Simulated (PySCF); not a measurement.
F3La, triplet, geometry from GFN2-xTB (such geometries of metal compounds can be far from the true shape) (the multiplicity is a formal guess) (core potentials on La). Base run: PySCF with DF-HF/def2-SV(P).

PySCF was given this input:
```python
from pyscf import gto, scf

mol = gto.M(
    atom='''
La    0.000000   -0.000000    0.000000
F    -1.734184   -1.072541    0.044514
F     0.015111    1.882157   -0.785479
F     1.719073   -0.809616    0.740966
''',
    basis='def2-sv(p)',
    ecp={'La': 'def2-sv(p)'},
    charge=0,
    spin=2,
    verbose=4,
)

mf = scf.UHF(mol)
mf = mf.density_fit(auxbasis='def2-universal-jkfit')
mf.kernel()
```

Each row names what was changed in the base input (with any setting that the change needs).

| change | basis functions | E (Eh) | HOMO (eV) | dipole (D) |
|---|---|---|---|---|
| base | 67 | -329.17618 | -5.37 | 5.64 |
| basis = LANL2DZ | 49 | -329.12864 | -5.57 | 2.99 |
| basis = def2-SVP | ? | ? | -5.20 | ? |
| basis = def2-SVPD | 104 | -329.22153 | -5.24 | 5.20 |
| basis = def2-TZVP | 133 | -329.58110 | -5.20 | 5.23 |
| basis = def2-TZVPP | ? | ? | ? | ? |
| basis = def2-TZVPD | 163 | -329.58440 | -5.20 | 5.16 |
| basis = def2-QZVP | 243 | -329.60919 | -5.15 | 5.05 |
| basis = def2-QZVPP | 252 | -329.61082 | -5.15 | 5.04 |

**Question.** What belongs in the gaps?

**Answer.** 
- basis = def2-SVP, basis functions: 74
- basis = def2-SVP, E (Eh): -329.20183
- basis = def2-SVP, dipole (D): 5.29
- basis = def2-TZVPP, basis functions: 149
- basis = def2-TZVPP, E (Eh): -329.59130
- basis = def2-TZVPP, HOMO (eV): -5.18
- basis = def2-TZVPP, dipole (D): 5.09

Totals compare only among sets that treat the same electrons; sets with core potentials leave the core out.

Open shells are given as the SCF converged; they aren't shown to be the lowest states, and a large step between rows can be another state.
